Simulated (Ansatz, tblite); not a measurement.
Cost and result up the ladder for BH2SF3 (relaxed from a model of B(H2S)F3, whose bonding it doesn't keep) (7 atoms). The state is a singlet with charge 0. Geometry: PBE-D4/def2-SVP.

Cartesian coordinates in Å:
```
B 0.644 -0.315 0.920
S -0.864 0.983 -0.923
H -0.136 0.490 -1.963
H -1.758 -0.040 -1.010
F 1.698 0.492 0.804
F 0.632 -1.470 0.248
F -0.215 -0.140 1.923
```

Ansatz on 4 threads of Arm Neoverse V2 on a shared host; xTB runs through tblite on one thread. Times are rough, summed over both states, and most runs start from the orbitals of an earlier one. PBE0-D4/def2-TZVP serves as the yardstick here, not as an exact answer. The other state is a triplet.

The xTB rows come from tblite. In the singlet geometry the species has come apart into loosely held pieces. In the triplet geometry the species has come apart into loosely held pieces.

xTB has no spin-polarisation term.

```tsv
level	functions	wall time	vertical triplet (eV)	difference from PBE0-D4/def2-TZVP (eV)
GFN2-xTB	27	0.006 s	5.90	0.12
GFN1-xTB	29	0.021 s	6.97	1.19
PBE-D4/def2-TZVP (with forces)	173	3.7 s	5.69	-0.09
PBE0-D4/def2-TZVP	173	5.2 s	5.78	0.00
r2SCAN-D4/def2-TZVP	173	7.6 s	5.70	-0.08
```
